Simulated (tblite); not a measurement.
Run record: tight-binding relaxation, `O=C[C]([Ge@H]([NH2])[C]#N)=C`.

Computed with GFN2-xTB geometry optimisation, gas phase (tblite 0.8.0). Start geometry: from a force field or distance geometry. A driver script takes a list of jobs; this job's settings line and coordinates (Å) are shown.

Command:
```bash
OMP_NUM_THREADS=1 python probes_run.py task.json out
```

Input:
```
{"job": {"kind": "relax", "xc": "GFN2-xTB", "basis": "xTB"}, "charge": 0, "multiplicity": 1}
C     -1.712000     0.028200    -1.247500
C     -0.906100    -0.244900    -0.249200
C     -1.327500    -1.057900     0.871400
O     -0.508500    -1.279700     1.790800
Ge     0.889700     0.422200    -0.245400
N      2.067200    -0.619800     0.698400
C      0.851800     2.227500     0.315300
N      0.839900     3.333300     0.657500
H     -1.314200     0.636100    -2.036300
H     -2.741200    -0.329700    -1.272900
H     -2.317400    -1.488900     0.986700
H      1.337600     0.412800    -1.737000
H      3.064100    -0.461100     0.539000
H      1.775800    -1.578600     0.907000
```

Output:
```
step      E/eV     max force
  0    -634.84036    3.642
  1    -634.83556    6.099
  2    -635.00915    2.727
  3    -635.00944    3.029
  4    -635.08370    0.588
  5    -635.09686    0.391
  6    -635.11524    0.594
  7    -635.12866    0.620
  8    -635.13595    0.234
  9    -635.14137    0.319
... (118 lines left out)
128    -635.31104    0.025
129    -635.31108    0.021
130    -635.31112    0.030
131    -635.31115    0.020
132    -635.31119    0.020
133    -635.31123    0.021
134    -635.31126    0.015
135    -635.31129    0.018
136    -635.31131    0.012
137    -635.31132    0.008
```

«max force» is the largest atomic force in eV/Å.

From which step on does the largest force stay under 0.1 eV/Å, and how much energy is left to gain from there?

From step 117 (0.074 eV/Å), 1.9 meV above the end.

Main results: energy lowered by 10.9 kcal/mol over 137 steps; largest atomic force 0.008 eV/Å at the end.

Give the final coordinates.

0.521 Å rms from the input after alignment:
```
atom  x, y, z in Å
C1    -1.7271   -0.3331   -1.4327
C2    -0.9300   -0.2355   -0.3733
C3    -1.3426   -0.6442    0.9635
O4    -0.5852   -0.5544    1.8997
Ge5    0.9240    0.4521   -0.3266
N6     2.0449   -0.8633    0.1921
C7     0.9230    2.0401    0.7850
N8     0.9288    2.9818    1.4349
H9    -1.3992   -0.0273   -2.4134
H10   -2.7324   -0.7239   -1.3564
H11   -2.3672   -1.0403    1.0832
H12    1.3704    0.9004   -1.6957
H13    3.0366   -0.6825    0.1191
H14    1.8552   -1.2704    1.0984
```

Estimate the wall time. Hardware: one thread of an Arm Neoverse N1, shared host.

About 1.5 s.
Labels such as C1 count atoms from 1, the log's own numbers from 0.
